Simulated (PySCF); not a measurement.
Isomers of C8H7FO, one conformer each; single-point electronic energies without zero-point terms and without any empirical dispersion term.

All values: PBE0/pcSseg-1 (PySCF, non-relativistic), each on one gas-phase PBE0-D3(BJ)/def2-SVP geometry that isn't relaxed in the solvent. The solvent is an IEF-PCM continuum (Bondi radii, 1.10 Å for H, scaled by 1.2). Specific hydrogen bonds and non-electrostatic terms are outside this model.

| isomer | relative energy, gas (kcal/mol) | dipole (D) |
| --- | --- | --- |
| `Cc1ccccc1C(=O)F` | 0.0 | 3.73 |
| `CC(=O)c1ccc(F)cc1` | 12.1 | 2.47 |

Question: How do the relative energies look in chloroform (ε = 4.711)?

Answer: 
| isomer | relative energy, solvent (kcal/mol) | E(solvent) − E(gas) (kcal/mol) | dipole in solvent (D) |
| --- | --- | --- | --- |
| `Cc1ccccc1C(=O)F` | 0.0 | -3.7 | 4.50 |
| `CC(=O)c1ccc(F)cc1` | 11.3 | -4.5 | 3.17 |

The order is unchanged. Conformers: `[CH3:1][c:2]1[cH:3][cH:4][cH:5][cH:6][c:7]1[C:8](=[O:9])[F:10]` with C6–C7–C8–O9 1°; `[CH3:1][C:2](=[O:3])[c:4]1[cH:5][cH:6][c:7]([F:8])[cH:9][cH:10]1` with C1–C2–C4–C5 180°. `CC(=O)c1ccc(F)cc1` gains most from the continuum, while `Cc1ccccc1C(=O)F` has the largest gas-phase dipole. The gains span 0.8 kcal/mol, the gas-phase energies 12.1 kcal/mol.
